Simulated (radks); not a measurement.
Values are calculated unless marked as measured or tabulated.
Coulomb parameter of the 5d shell of the gold ion Au2+ in the model configuration [Xe] 4f14 5d8 6s1, as a second difference U = [E(n + 0.5) + E(n - 0.5) - 2 E(n)] / (0.5)^2 with all orbitals relaxed. "Bare": the charge of the atom changes with n. "Screened": the 6s shell takes up the change at fixed total charge, which measures U(5d,5d) + U(6s,6s) - 2 U(5d,6s). Level of theory: scalar-relativistic Kohn-Sham, PBEsol, spin-unpolarised, spherical densities, point nucleus (a radial shooting solver on a logarithmic mesh with Libxc functionals).

case                   configuration  E - E(n) (eV)
start              [Xe] 4f14 5d8 6s1          0.000
bare +0.5        [Xe] 4f14 5d8.5 6s1        -13.429
bare -0.5        [Xe] 4f14 5d7.5 6s1         16.676
screened +0.5  [Xe] 4f14 5d8.5 6s0.5         -2.784
screened -0.5  [Xe] 4f14 5d7.5 6s1.5          3.118

U(bare) = 12.989 eV, U(screened by 6s) = 1.334 eV, against the Slater integral F0(5d,5d) = 16.843 eV with frozen orbitals.
